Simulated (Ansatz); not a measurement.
PBE exchange is replaced step by step with exact exchange (0 % is PBE, 25 % PBE0; no dispersion term), basis def2-SVP, Ansatz. System: cis-NiCl2(PH3)2 (NiP₂H₆Cl₂). Charge 0, multiplicity 1. Geometry: B3LYP-D4/def2-SVP, each spin state at its own.

Geometry of the singlet:

```xyz
11

Ni    0.4428    0.7534    0.4024
Cl   -0.1447    2.8633    0.5664
Cl    2.3656    0.9152    1.4515
P     1.0829   -1.3201    0.2739
H     0.2920   -2.3240   -0.3673
H     1.3156   -1.9791    1.5015
H     2.3088   -1.5552   -0.3876
P    -1.4703    0.6610   -0.6258
H    -1.6067    1.4834   -1.7663
H    -2.6008    1.0587    0.1220
H    -1.9852   -0.5565   -1.1707
```

The name describes the singlet; other states may take another shape.

| exact exchange (%) | HOMO (eV) | LUMO (eV) | gap (eV) | triplet − singlet (kJ/mol) |
| --- | --- | --- | --- | --- |
| 10 | -5.69 | -2.83 | 2.85 | 5.6 |
| 15 | -6.05 | -2.59 | 3.46 | -8.9 |

(1) Estimate the row for 40 %.

Answers

(1) 
| exact exchange (%) | HOMO (eV) | LUMO (eV) | gap (eV) | triplet − singlet (kJ/mol) |
| --- | --- | --- | --- | --- |
| 40 | -7.60 | -1.22 | 6.38 | -90.3 |
